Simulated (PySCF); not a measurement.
## Simulated characterisation data

[PySCF: shieldings: GIAO PBE0/pcSseg-1; GFN2-xTB geometry; no solvent; a single conformation; equivalent nuclei averaged; non-relativistic]

Shifts are taken against calculated references (same method and geometry level): TMS for $^{1}$H and $^{13}$C. Splittings of carbon signals by F and P are missing where no couplings were computed. Where no couplings were computed, multiplicities follow the n + 1 count of equivalent neighbours, and m marks all less simple cases (inequivalent or close neighbours, rings, F or P nearby). Shifts are as computed. Against solution values, carbons near 30 ppm lie about +3 ppm off and those near 130 ppm about +5 ppm; carbons on Cl a further +6 ppm. Of 1211 compounds with measured shifts, 218 miss one by over three times the rms of a fit or turn the order of signals round; such compounds aren't used in these exercises. Carbons bonded to Cl come out too deshielded.

Compound 1 (C$_{4}$H$_{5}$FOSi). $^{1}$H NMR (600 MHz, computed): δ 6.62 (m, 1H), 5.64 (m, 2H), 3.68 (s, 2H). $^{13}$C{$^{1}$H} NMR (computed): δ 189.2 (C), 186.2 (C), 158.0 (CH), 57.5 (CH2). Structure: `O=C1C=C([SiH2]F)C1`.

Compound 2 (C$_{6}$H$_{6}$ClFO). $^{1}$H NMR (600 MHz, computed): δ 8.16 (m, 1H), 6.58 (m, 1H), 6.25 (m, 1H), 2.29 (s, 3H). $^{13}$C{$^{1}$H} NMR (computed): δ 178.7, 177.6, 136.9, 135.5, 117.6, 17.8. Structure: `C(=C(\C=C)F)(/C)C(=O)Cl`.
